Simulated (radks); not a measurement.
Results of a calculation; reference values are marked as such.
Q: The neodymium ion Nd2+, configuration [Xe] 4f2 5d2 (not the ground configuration). Level of theory: scalar-relativistic Kohn-Sham, PBEsol, spin-unpolarised, spherical densities, finite nucleus; Fermi nuclear charge, rms radius 4.9123 fm (a radial shooting solver on a logarithmic mesh with Libxc functionals). Some entries of the table are withheld. Estimate them.

| orbital | occ. | eigenvalue (Ry) | <r> (bohr) | r(max) (bohr) |
|---|---|---|---|---|
| 1s | 2 | -3190.232 | 0.02364 | 0.01510 |
| 2s | 2 | -517.7677 | 0.1010 | 0.08553 |
| 2p | 6 | -463.1580 | 0.08882 | 0.06894 |
| 3s | 2 | -114.0734 | 0.2665 | 0.2439 |
| 3p | 6 | -96.84900 | 0.2646 | 0.2389 |
| 3d | 10 | -72.91716 | 0.2419 | 0.1961 |
| 4s | 2 | (1) | 0.6051 | 0.5643 |
| 4p | 6 | -18.66101 | 0.6395 | (2) |
| 4d | 10 | -10.58648 | 0.6982 | 0.6155 |
| 5s | 2 | -4.44339 | (3) | 1.289 |
| 5p | 6 | -2.98629 | 1.629 | 1.444 |
| 4f | 2 | -1.95219 | 0.9206 | 0.6377 |
| 5d | 2 | (4) | 2.326 | 1.915 |

A: 
(1) 4s eigenvalue (Ry): -24.33279
(2) 4p r(max) (bohr): 0.5885
(3) 5s <r> (bohr): 1.419
(4) 5d eigenvalue (Ry): -1.21482
